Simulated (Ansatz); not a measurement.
`BN[SiH](C)C` + H₂ → `C[SiH2]C` + `BN` at 600 K and 1 bar (hydrogenolysis of the Si–N bond).

Gas-phase electronic energies from Ansatz, PBE0-D4/def2-TZVP geometries. CCSD(T)/CBS is the MP2 limit (def2-TZVPP, def2-QZVPP) plus CCSD(T) − MP2 in def2-TZVPP, frozen cores. This one scheme is used for every species. One conformer a species, not always the lowest.

```csv
species,CCSD(T)/CBS energy (Eh),H − E (kJ/mol),S (J/(mol·K))
`BN[SiH](C)C`,-450.78732,395.2,484.8
H₂,-1.17544,43.9,150.8
`C[SiH2]C`,-370.01595,290.4,379.7
`BN`,-81.93499,155.9,270.2
```

H − E and S are ideal-gas, rigid-rotor, harmonic terms from PBE0-D4/def2-TZVP, for one conformer and one mirror image of each species. The MP2-based limit puts H₂ 0.8 mEh under its directly extrapolated value; such offsets cancel only in part. 1 Eh = 2625.50 kJ/mol, R = 8.31446 J/(mol·K).

Task: By hand: ΔE, ΔH, ΔS and ΔG.

Result: ΔE = (-370.01595) + (-81.93499) − (-450.78732) − (-1.17544) = 0.01182 Eh = 31.0 kJ/mol. Δ(H − E) = 290.4 + 155.9 − 395.2 − 43.9 = 7.2, so ΔH = 38.2 kJ/mol. ΔS = 379.7 + 270.2 − 484.8 − 150.8 = 14.3 J/(mol·K). ΔG = 38.2 − 600 × (14.3)/1000 = 29.6 kJ/mol.

Task: By hand: the equilibrium constant, and the temperature at which ΔG would vanish if ΔH and ΔS stayed fixed.

Result: log₁₀ K = −ΔG/(RT ln 10) = -2.6. ΔG = 0 at ΔH/ΔS = 2671 K, far beyond where these terms or the molecules hold.

The number of gas molecules stays the same, so ΔS is small and ΔH decides. A doubt of 5 kJ/mol in ΔE shifts log₁₀ K by 0.4 here. Other conformers and mirror images would add mixing entropy, several J/(mol·K) or more a flexible species. Modes under 60 cm⁻¹, often nearly free rotors, make the harmonic entropy too high. These are equilibria of isolated gas molecules and say nothing of rates. Largest T1 diagnostic: 0.012 (customary marks: 0.02 for closed shells, 0.045 for open ones).
